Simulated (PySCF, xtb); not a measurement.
C₂H₅FN₂Si, SMILES C1=N[C@H](F)[Si@@H]1N. Other conformers were not sampled.

Harmonic wavenumbers (cm⁻¹) from xtb 6.7.1 with GFN2-xTB at its own minimum, in rising order: 86, 118, 181, 234, 318, 461, 479, 502, 559, 609, 645, 789, 810, 852, 941, 987, 1048, 1123, 1208, 1272, 1492, 1630, 2312, 2917, 3047, 3460, 3502.

Task: What does PBE0-D3(BJ)/def2-SVP (PySCF) give at its own minimum? (An estimate is asked for; the answer gives what the named calculation found.)

Result: 64, 100, 158, 284, 326, 386, 498, 571, 602, 713, 763, 810, 885, 919, 942, 1021, 1141, 1209, 1289, 1349, 1534, 1647, 2219, 3073, 3144, 3635, 3742. Paired by order, the mean absolute difference is 71 cm⁻¹ and the zero-point energies are 45.1 and 47.2 kcal/mol.
